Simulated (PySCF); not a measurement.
Compound: C4F3N.
Geometry (GFN2-xTB, Å), atoms numbered from 1 in this order:
```
atom  x, y, z in Å
N1     2.3458    0.1680   -1.3033
C2     1.4798    0.0229   -0.5732
C3     0.3748   -0.1515    0.3250
F4     0.7680   -0.6104    1.5602
C5    -0.8641    0.7034    0.2542
F6    -1.3520    1.8890    0.5014
C7    -1.0041   -0.5214   -0.1571
F8    -1.7390   -1.4906   -0.6317
```

The computed photoelectron lines, unassigned: C 1s: 293.15 (area 1), 294.94 (area 2), 296.00 (area 1) eV; N 1s: 405.99 eV; F 1s: 693.47 (area 1), 695.02 (area 2) eV.

Computed, not measured: delta-SCF UKS SCAN, pcX-2 on the ionised atom, pcseg-1 elsewhere, spin-free X2C (PySCF 2.14.0). Geometry: GFN2-xTB; no solvent, vibrations or thermal averaging.

(1) Order the carbon atoms by C 1s binding energy.

(2) Which fluorine gives which F 1s line?

Answers

(1) 293.15 eV: C2 (nitrile carbon); 294.94 eV: C5/C7 (vinylic C–F carbon); 296.00 eV: C3 (sp3 C–F carbon). Lowest listed C 1s: C2, bonded to N (triple bond) and C. Highest, 2.85 eV above it: C3, bonded to F and 3 C. The widest gap between neighbouring values is 1.79 eV, between 293.15 and 294.94 eV. Summing the Pauling electronegativity differences to the bonded atoms, each weighted by its formal bond order, gives +1.47 for the lowest site and +1.43 for the highest; the largest sum, +1.47, belongs to C2, 2.85 eV below the top. The smallest sum, +1.43, belongs to C5/C7, 1.79 eV above the lowest.

(2) 693.47 eV: F4 (alkyl fluorine); 695.02 eV: F6/F8 (vinyl fluorine). The listed F 1s values span 1.55 eV, from F4 (bonded to C) to F6/F8 (bonded to C).

Bonded neighbours of each site: N1: C (triple bond); C2: N (triple bond) and C; C3: F and 3 C; F4: C; C5/C7: F, C (double bond) and C; F6/F8: C.

Q: Which effective nuclear charge Zeff reproduces each element's mean 1s value in the hydrogen-like formula E = 13.606 eV × Zeff²?

A: C (Z = 6): mean 294.8 eV, Zeff = 4.65, Z − Zeff = 1.35; N (Z = 7): mean 406.0 eV, Zeff = 5.46, Z − Zeff = 1.54; F (Z = 9): mean 694.5 eV, Zeff = 7.14, Z − Zeff = 1.86. Means run over the listed sites, weighted by atom count.

The first atom of each set that the bonding makes equivalent was ionised and stands for the set.
